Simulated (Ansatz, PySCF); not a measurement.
Species: CH$_{6}$ClSi$_{2}$, charge 0, multiplicity 2. SMILES: C[SiH][SiH2]Cl
Geometry: optimised at B3LYP-D3(BJ)/def2-TZVP (Ansatz, a program for electronic structure).

Quantity: atomisation energy, in kcal/mol. Conventions: no dispersion term unless named; non-relativistic; atomisation electronic, to ground-state atoms; six Cartesian d functions in 6-31G* and its kin unless marked 5d; no spin-orbit coupling; valence correlation only; 6-311+G** with 5d, 6d on Na to Ar in Ansatz; UHF or UKS for open shells. Basis-set limits of correlation are two-point, X^-3; Hartree-Fock from the larger set. First-principles rows: single points at B3LYP-D3(BJ) geometries (Ansatz).

Coupled cluster (Ansatz) is a level with limits of its own, used here on species with T1 under 0.025 (0.045 for open shells) and stable references: CCSD(T)/CBS(aug-cc-pV(T+d)Z,aug-cc-pV(Q+d)Z).

Value to compare with, CCSD(T)/CBS(aug-cc-pV(T+d)Z,aug-cc-pV(Q+d)Z) (Ansatz): 761.6 kcal/mol.

```json
[
 {"level": "HF/6-311+G**", "program": "Ansatz", "atomisation energy (kcal/mol)": "572.6", "difference": "-189.0"},
 {"level": "SVWN5/6-31G*", "program": "Ansatz", "atomisation energy (kcal/mol)": "841.7", "difference": "80.1"},
 {"level": "PBE/6-31G*", "program": "Ansatz", "atomisation energy (kcal/mol)": "752.3", "difference": "-9.3"},
 {"level": "BP86/6-31G* (5d)", "program": "PySCF", "atomisation energy (kcal/mol)": "763.2", "difference": "1.6"},
 {"level": "B3LYP/STO-3G", "program": "Ansatz", "atomisation energy (kcal/mol)": "977.5", "difference": "215.9"},
 {"level": "B3LYP/6-31G", "program": "Ansatz", "atomisation energy (kcal/mol)": "694.0", "difference": "-67.6"},
 {"level": "B3LYP/6-31G*", "program": "Ansatz", "atomisation energy (kcal/mol)": "741.3", "difference": "-20.3"},
 {"level": "B3LYP/6-31G**", "program": "Ansatz", "atomisation energy (kcal/mol)": "746.4", "difference": "-15.2"},
 {"level": "B3LYP/cc-pVDZ", "program": "Ansatz", "atomisation energy (kcal/mol)": "730.3", "difference": "-31.3"},
 {"level": "B3LYP/6-311+G**", "program": "Ansatz", "atomisation energy (kcal/mol)": "738.9", "difference": "-22.7"},
 {"level": "PBE/def2-TZVPD", "program": "Ansatz", "atomisation energy (kcal/mol)": "757.4", "difference": "-4.2"},
 {"level": "PBE0/def2-TZVPD", "program": "Ansatz", "atomisation energy (kcal/mol)": "754.9", "difference": "-6.7"},
 {"level": "B2PLYP-D3(BJ)/def2-TZVPD", "program": "Ansatz + dftd3", "atomisation energy (kcal/mol)": "751.0", "difference": "-10.6"}
]
```

Among the 10 habitual levels, B3LYP/STO-3G lies farthest from CCSD(T)/CBS(aug-cc-pV(T+d)Z,aug-cc-pV(Q+d)Z) (Ansatz) (215.9 kcal/mol) and BP86/6-31G* (5d) nearest (1.6); 3 of 10 lie above it, and their mean absolute difference is 65.3 kcal/mol, the median 27.0. One case shows no general order.

The levels are drawn from those run, B3LYP/6-31G* more often than the rest, none by its result; left out are runs that failed, that the program found above a lower state of the same kind, or whose <S^2> lies over 0.5 above the pure value.
